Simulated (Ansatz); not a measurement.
Consider the ligand exchange at the Si–N bond: `O=C=N[SiH](Cl)Cl` + `O[SiH2]S` → `O[SiH2]S[SiH](Cl)Cl` + `N=C=O`.

Gas-phase electronic energies from Ansatz, PBE0-D4/def2-TZVP geometries. CCSD(T)/CBS adds triple-zeta CCSD(T) − MP2 to the extrapolated MP2 energy (def2 sets, frozen cores). This one scheme is used for every species. DFT in def2-TZVPP. B3LYP here is the variant with VWN-RPA as its local correlation; programs differ in this. One conformer a species, not always the lowest.

```csv
level,ΔE (kJ/mol),difference from CCSD(T)/CBS
r2SCAN-D4,22.1,-2.8
PBE0-D4,18.1,-6.8
B3LYP-D4,26.7,1.8
ωB97X-V,27.3,2.4
B2PLYP,34.8,9.9
r2SCAN,23.9,-1.0
HF/def2-TZVPP,57.9,33.0
SCS-MP2/def2-TZVPP,33.7,8.8
CCSD/def2-TZVPP,35.6,10.7
CCSD(T)/def2-TZVPP,29.9,5.0
HF/def2-QZVPP,58.8,33.9
MP2/def2-QZVPP,24.3,-0.6
SCS-MP2/def2-QZVPP,31.3,6.4
HF/CBS(def2),58.9,34.0
MP2/CBS(def2),21.9,-3.0
CCSD/CBS(def2),30.6,5.7
CCSD(T)/CBS,24.9,0
```

Largest T1 diagnostic among the species: 0.018.

In def2-TZVPP, CCSD(T) changes the Hartree–Fock value by −28.0 kJ/mol (the triples alone add −5.7 kJ/mol) and MP2 by −31.0 kJ/mol. From PBE to PBE0 (25 % exact exchange), in def2-TZVPP and without D4, ΔE moves by +5.3 kJ/mol. The D4 term adds −12.3 kJ/mol with B3LYP and −6.6 kJ/mol with PBE0; it sums over pairs of atoms, weighted by their polarisabilities, and B3LYP, whose exchange is more repulsive, gets the larger term.

CCSD(T)/CBS has its own doubt, a few kJ/mol and more with outer-core shells, so smaller differences from it don't rank the levels.
